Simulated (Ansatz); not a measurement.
Computed with Ansatz.

Basis-set series for `O[Si](O)(O)[O][AlH2]`. Total charge 0; spin multiplicity 1. All single points use the PBE0-D4/def2-TZVP geometry. It is one conformer, not always the lowest.

```tsv
functional	basis	functions	energy (Eh)	HOMO (eV)	LUMO (eV)
PBE0-D4	def2-TZVPP	278	-835.69896	-8.30	-1.08
PBE0-D4	def2-QZVPP	518	-835.73585	-8.32	-1.14
ωB97M-V	def2-TZVPP	278	-836.13698	-10.54	0.51
ωB97M-V	def2-QZVPP	518	-836.17173	-10.57	0.25
```

(1) Give the rows for def2-SVP. (An estimate is asked.)

Results:

(1) The calculation gave: 
```json
{"functional": "PBE0-D4", "basis": "def2-SVP", "functions": "117", "energy (Eh)": "-835.10779", "HOMO (eV)": "-8.18", "LUMO (eV)": "-0.93"}
{"functional": "ωB97M-V", "basis": "def2-SVP", "functions": "117", "energy (Eh)": "-835.53868", "HOMO (eV)": "-10.38", "LUMO (eV)": "0.76"}
```

Positive LUMOs are unbound and depend on the basis.
